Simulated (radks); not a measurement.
Cs+, configuration [Xe] (the NIST ground configuration). Method: Dirac Kohn-Sham, PBE, spin-unpolarised, spherical densities, finite nucleus; Fermi nuclear charge, rms radius 4.8041 fm; computed with a radial shooting solver on a logarithmic mesh with Libxc functionals.

Unscreened Slater integrals over Kohn-Sham orbitals (eV). Large and small components are both included.

F0(5p3/2,5p3/2): 11.679
F2(5p3/2,5p3/2): 6.2647
F0(5p3/2,5p1/2): 11.935
G2(5p3/2,5p1/2): 6.3699
F0(5p3/2,5s1/2): 12.683
G1(5p3/2,5s1/2): 8.2906
F0(5p3/2,4d5/2): 14.705
F2(5p3/2,4d5/2): 3.9849
G1(5p3/2,4d5/2): 1.1508
G3(5p3/2,4d5/2): 1.0948
F0(5p1/2,5p1/2): 12.213
F0(5p1/2,5s1/2): 13.033
G1(5p1/2,5s1/2): 8.8014
F0(5p1/2,4d5/2): 15.301
G3(5p1/2,4d5/2): 1.2540
F0(5s1/2,5s1/2): 14.079
F0(5s1/2,4d5/2): 17.248
G2(5s1/2,4d5/2): 2.0027
F0(4d5/2,4d5/2): 29.178
F2(4d5/2,4d5/2): 14.818
F4(4d5/2,4d5/2): 9.8709
